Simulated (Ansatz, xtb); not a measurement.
# Two isomers of C2HBS

Structure a is `B=C=C=S`, a singlet and structure b is `C#CB=S`, a singlet. Both are isolated molecules in the gas phase, relaxed with B3LYP-D4/def2-TZVP.

a (Å):

```xyz
5

C     0.0000    0.0000   -0.0487
C     0.0000    0.0000    1.2285
B     0.0000    0.0000   -1.3987
S     0.0000    0.0000    2.7836
H     0.0000    0.0000   -2.5647
```

b (Å):

```xyz
5

C     0.0000    0.0000   -0.2120
C     0.0000    0.0000   -1.4189
B     0.0000    0.0000    1.2533
S     0.0000    0.0000    2.8607
H     0.0000    0.0000   -2.4831
```

**Question.** Which of the two would you expect CCSD(T)/def2-TZVPP electronic energies to favour?

**Answer.** Structure b; the calculation gives E(b) − E(a) = −31.6 kcal/mol.

Level by level:

| level | geometry | E(b) − E(a) (kcal/mol) | departure from the last row (kcal/mol) | job, with rough time for the two |
| --- | --- | --- | --- | --- |
| GFN2-xTB | GFN2-xTB | −13.3 | +18.2 | optimisation, 0.23 s |
| HF/STO-3G | GFN2-xTB | −45.8 | −14.2 | single point, 0.16 s |
| r2SCAN-D4/def2-SVP | GFN2-xTB | −24.4 | +7.2 | single point, 1.7 s |
| B3LYP-D4/def2-TZVP | B3LYP-D4/def2-TZVP | −24.6 | +7.0 | optimisation, 17 s |
| HF/def2-TZVPP | B3LYP-D4/def2-TZVP | −37.1 | −5.6 | part of the CCSD(T) run |
| MP2/def2-TZVPP | B3LYP-D4/def2-TZVP | −29.2 | +2.4 | part of the CCSD(T) run |
| CCSD(T)/def2-TZVPP | B3LYP-D4/def2-TZVP | −31.6 |  | single point, 9.9 s |

As drawn, b has 1 C≡C, 1 C–B, 1 B=S, 1 C–H in place of 1 C=B, 1 C=C, 1 C=S, 1 B–H.

The levels shown agree on the order. The largest departure from CCSD(T)/def2-TZVPP is that of GFN2-xTB, 18.2 kcal/mol.

With harmonic frequencies from B3LYP-D4/def2-TZVP (ideal gas, rigid rotor, one conformer each, 298.15 K, 1 atm): the zero-point term adds +0.7 kcal/mol; ΔH is −30.8 and ΔG −30.9 kcal/mol.

The T1 diagnostic of structure a is large, so the coupled-cluster value is less sure. The correlated steps freeze 8 core orbitals. Run with Ansatz 0.2.0, xtb 6.7.1; the last row on 2 threads of Arm Neoverse V1 on a shared host.
